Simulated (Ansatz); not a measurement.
`[NH2][Al]([OH])[SiH2]Cl` and `C[NH][Al]([NH2])[OH]` differ in one atom or group.

Ansatz, PBE0-D4/def2-TZVP geometries, multiplicity 1. Each molecule was computed in one conformer, which needn't be the lowest.

```tsv
property	`[NH2][Al]([OH])[SiH2]Cl`
HOMO–LUMO gap (ωB97M-V/def2-TZVPP) / eV	10.71
HOMO–LUMO gap (PBE0/def2-TZVPP) / eV	6.93
LUMO energy (PBE0/def2-TZVPP) / eV	-0.71
LUMO energy (B3LYP/def2-TZVPP) / eV	-0.87
HOMO–LUMO gap (PBE/def2-TZVPP) / eV	4.78
HOMO energy (PBE/def2-TZVPP) / eV	-6.23
```

Q: What does the change do to each property? (An estimate is asked.)

A: Computed: 
```
                               property  `C[NH][Al]([NH2])[OH]`  shift
HOMO–LUMO gap (ωB97M-V/def2-TZVPP) / eV                   10.42  -0.29
   HOMO–LUMO gap (PBE0/def2-TZVPP) / eV                    6.59  -0.34
     LUMO energy (PBE0/def2-TZVPP) / eV                    0.13   0.84
    LUMO energy (B3LYP/def2-TZVPP) / eV                   -0.19   0.68
    HOMO–LUMO gap (PBE/def2-TZVPP) / eV                    4.38  -0.40
      HOMO energy (PBE/def2-TZVPP) / eV                   -5.08   1.15
```

With PBE0 the HOMO rises by 1.19 eV and the LUMO rises by 0.84 eV, so the gap narrows by about 0.35 eV. PBE moves the HOMO by 1.15 eV and ωB97M-V by 0.92 eV.

B3LYP here is the variant with VWN-RPA as its local correlation; programs differ in this.
